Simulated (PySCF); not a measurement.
A species of formula C5H10N2 has this rotational fingerprint, computed with CAM-B3LYP/def2-SVPD in PySCF (dipole) on a GFN2-xTB geometry, gas phase:

```
Rotational constants : A = 5695, B = 1326, C = 1263 MHz
Dipole components    : |μa| = 2.54 D, |μb| = 0.17 D, |μc| = 2.18 D
Inertial defect      : -69.62 u·Å²
κ                    : -0.97
```

Question: Which candidate fits, each taken in the one conformer that was computed?
A. `[CH3:1][C:2]1=[N:3][N:4]([CH3:5])[CH2:6][CH2:7]1` with C2–N3–N4–C5 149°, N3–N4–C6–C7 -15°, N4–C6–C7–C2 12°, C1–C2–C7–C6 176°
B. `[NH2:1][N:2]=[C:3]1[CH2:4][CH2:5][CH2:6][CH2:7]1` with H–N1–N2–C3 -25° and -156°, N2–C3–C4–C5 -176°, C3–C4–C5–C6 -28°, C4–C5–C6–C7 39°, C5–C6–C7–C3 -35°
C. `[CH3:1][C:2]1=[N:3][NH:4][CH2:5][C@H:6]1[CH3:7]` with C2–N3–N4–C5 -12°, N3–N4–C5–C6 14°, N4–C5–C6–C7 -132°, C1–C2–C6–C5 -177°
D. `[CH2:1]=[N:2]/[N:3]=[CH:4]\[CH:5]([CH3:6])[CH3:7]` with C1–N2–N3–C4 -102°, N3–C4–C5–C6 118°
E. `[H]/[N:7]=[CH:6]\[CH:5]=[N:4]\[CH:2]([CH3:1])[CH3:3]` with C1–C2–N4–C5 120°, N4–C5–C6–N7 -2°

Answer: E. It is [H]/N=C\C=N\C(C)C, a near-prolate asymmetric top. The candidates at the same level (rigid rotor, commonest isotopes):

```
           SMILES  A (MHz)  B (MHz)  C (MHz)  μa (D)  μb (D)  μc (D)  Δ (u·Å²)  point group                        rotor
   CC1=NNC[C@H]1C     3446     3033     1761    0.34    2.39    0.20    -26.35           C1               asymmetric top
    C=N/N=C\C(C)C     5010     1463     1363    1.32    1.46    0.63    -75.55           C1  near-prolate asymmetric top
     CC1=NN(C)CC1     5506     2111     1609    0.25    1.96    0.64    -17.13           C1               asymmetric top
[H]/N=C\C=N\C(C)C     5695     1326     1263    2.54    0.17    2.18    -69.62      near Cs  near-prolate asymmetric top
       NN=C1CCCC1     6042     1874     1509    0.82    1.61    1.07    -18.37           C1               asymmetric top
```

`CC1=NNC[C@H]1C` has B 129 % too high; `NN=C1CCCC1` has B 41 % too high; `CC1=NN(C)CC1` has B 59 % too high; `C=N/N=C\C(C)C` has A 12 % too low. No structure here is proved a minimum.
